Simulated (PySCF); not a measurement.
# Two-component Hartree-Fock for Ru (ruthenium, neutral)

Start: [Kr] 4d6 5s1 6s1; 4d3/2 filled at m_j = +3/2; 4d5/2 filled at m_j = -3/2, -1/2, +1/2, +3/2, +5/2; 5s1/2 filled at m_j = +1/2; 6s1/2 filled at m_j = +1/2. Calculated with PySCF 2.14 in x2c-TZVPall-2c with one added diffuse shell each of s, p, d type (9s10p8d1f, 86 functions): generalised Hartree-Fock with the X2C-1e Hamiltonian and a Gaussian nucleus; one run each with spin-orbit coupling (SO) switched off, then screened by Boettger's factors. This is a chosen level, not necessarily the ground level.

| spinor shell | electrons | ε, spin-free (eV) | ε, screened SO (eV) | weight of nominal j (screened SO) | rms radius, screened SO (bohr) |
| --- | --- | --- | --- | --- | --- |
| 1s1/2 | 2 | -22242.6 | -22241.2 | 1.000 | 0.0384 |
| 2s1/2 | 2 | -3284.5 | -3284.1 | 1.000 | 0.158 |
| 2p1/2 | 2 | -2935.7 | -3026.2 | 1.000 | 0.137 |
| 2p3/2 | 4 | -2935.7 | -2893.4 | 1.000 | 0.142 |
| 3s1/2 | 2 | -619.12 | -618.97 | 1.000 | 0.428 |
| 3p1/2 | 2 | -501.43 | -517.37 | 1.000 | 0.425 |
| 3p3/2 | 4 | -501.43 | -493.90 | 1.000 | 0.436 |
| 3d3/2 | 4 | -312.32 | -315.16 | 0.978 | 0.417 |
| 3d5/2 | 6 | -312.32 | -310.24 | 0.986 | 0.420 |
| 4s1/2 | 2 | -101.36 | -101.30 | 1.000 | 1.09 |
| 4p1/2 | 2 | -65.699 | -71.195 | 0.715 | 1.20 |
| 4p3/2 | 4 | -65.699 | -62.975 | 0.858 | 1.21 |
| 4d5/2 | 5 | -18.663 | -19.343 | 0.566 | 1.68 |
| 4d3/2 | 1 | -18.663 | -15.224 | 0.768 | 1.73 |
| 5s1/2 | 1 | -11.286 | -11.283 | 0.997 | 3.18 |
| 6s1/2 | 1 | -2.276 | -2.274 | 0.999 | 8.64 |

```tsv
quantity	spin-free	screened SO
E (hartree)	-4527.50660	-4528.15422
M_J	5	5
⟨J²⟩	30.010	30.015
⟨L²⟩	6.008	6.081
⟨S²⟩	12.002	11.952
```

Each row is a mean over spinors that exchange with the open shell spreads, by up to 9.106 eV (4p3/2).

Rows whose weight is well below 1 are mixtures of j = l ± 1/2: exchange outweighs spin-orbit coupling there, and the label is only the starting occupation.

Breit and QED terms are absent; they matter most for the inner s and p1/2 levels.

Densities and radii are taken from the X2C orbitals without a picture-change correction, which distorts them close to the nucleus.

Without spin-orbit coupling the j labels of p, d and f shells carry no meaning; the spin-free column gives the mean over the occupied spinors of each nl shell.
